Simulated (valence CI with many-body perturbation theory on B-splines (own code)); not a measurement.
**Tc36+: calculated level list**

Method: configuration interaction combined with many-body perturbation theory (CI+MBPT): five valence electrons over a frozen Dirac-Fock core [He], a basis of 11 s, 11 p, 10 d, 8 f, 5 g, 2 h functions for each j, with the one-electron correlation potential Σ1, the two-electron term Σ2, the three-electron term Σ3, Breit, model QED; selected CI, second order for the rest, scaled by the run's own slope (own B-spline code, finite nucleus).

The last digits are not significant, and no measured levels were compared; by estimate large intervals hold to a few tenths of a per cent, small ones and those within an open d or f shell to about a per cent. Among the levels kept, up to 11000 cm⁻¹ of a level comes from second order outside the variational space, and about a tenth of that is noise between levels of different J, which matters for small intervals.

Levels 181 to 203 of 203, with energies above the lowest level, (2s^2 2p1/2^2 2p3/2) J=3/2. "Leading %" is the weight of the configuration and term that name the level; weights of strongly mixed levels are sums over their largest components and can fall short. In the jj column 3d3/2^4 stands for four electrons in 3d with j = 3/2. Lifetimes count E1, E2, E3, M1 and M2 decay at the calculated energies, and are blank where another channel may lead or the interval is too uncertain; long ones can be off by a factor of two.

```tsv
No.	Configuration	Term	J	E (Ry)	Leading %	Lifetime	g	Leading jj
181	2s.2p3.3d	4D°	3/2	248.61	37	5.61 fs	1.062	2s 2p1/2 2p3/2^2 3d3/2 (90 %)
182	2s.2p3.3d	2P°	3/2	248.71	42	8.22 fs	1.141	2s 2p1/2 2p3/2^2 3d5/2 (45 %)
183	2p4.3s	4P	5/2	248.75	71	254 fs	1.488	2p1/2^2 2p3/2^2 3s (94 %)
184	2s.2p3.3d	2F°	7/2	248.77	38	11.5 fs	1.223	2s 2p1/2 2p3/2^2 3d5/2 (87 %)
185	2s.2p3.3d	4D°	1/2	248.80	46	4.90 fs	0.602	2s 2p1/2 2p3/2^2 3d3/2 (90 %)
186	2s.2p3.3p	4P	3/2	248.88	30	96.5 fs	1.517	2s 2p3/2^3 3p1/2 (84 %)
187	2s.2p3.3d	2D°	5/2	248.97	42	8.84 fs	1.094	2s 2p1/2 2p3/2^2 3d5/2 (87 %)
188	2s.2p3.3d	2S°	1/2	249.04	46	5.74 fs	1.510	2s 2p1/2 2p3/2^2 3d5/2 (76 %)
189	2s.2p3.3p	2D	5/2	249.13	44	27.9 fs	1.195	2s 2p3/2^3 3p1/2 (89 %)
190	2s.2p3.3d	2D°	3/2	249.22	47	16.6 fs	1.080	2s 2p1/2 2p3/2^2 3d5/2 (91 %)
191	2p4.3s	2P	3/2	249.30	49	45.0 fs	1.231	2p1/2^2 2p3/2^2 3s (88 %)
192	2s.2p3.3d	2P°	3/2	249.59	39	4.16 fs	1.181	2s 2p1/2 2p3/2^2 3d5/2 (73 %)
193	2s.2p3.3d	2D°	5/2	249.87	42	4.76 fs	1.077	2s 2p1/2 2p3/2^2 3d5/2 (78 %)
194	2s.2p3.3p	4D	7/2	250.73	49	836 fs	1.329	2s 2p3/2^3 3p3/2 (91 %)
195	2s.2p3.3p	2P	3/2	251.01	42	26.8 fs	1.302	2s 2p3/2^3 3p3/2 (87 %)
196	2s.2p3.3p	2D	5/2	251.20	41	49.5 fs	1.342	2s 2p3/2^3 3p3/2 (90 %)
197	2p4.3s	2S	1/2	251.34	51	92.8 fs	2.030	2p1/2^2 2p3/2^2 3s (93 %)
198	2s.2p3.3p	2P	1/2	251.69	44	12.8 fs	1.483	2s 2p3/2^3 3p3/2 (57 %)
199	2s.2p3.3p	2D	3/2	252.16	44	43.1 fs	1.062	2s 2p3/2^3 3p1/2 (92 %)
200	2s.2p3.3p	2P	1/2	252.19	47	539 fs	1.242	2s 2p3/2^3 3p1/2 (59 %)
201	2p4.3p	4P°	3/2	252.19	36	33.5 fs	1.510	2p1/2^2 2p3/2^2 3p1/2 (95 %)
202	2p4.3p	2D°	5/2	252.36	32	38.1 fs	1.241	2p1/2^2 2p3/2^2 3p1/2 (94 %)
203	2s.2p3.3p	2D	5/2	253.94	50	41.0 fs	1.293	2s 2p3/2^3 3p3/2 (92 %)
```

Where two levels of one J and parity lie close, their mixing, g and order are uncertain.
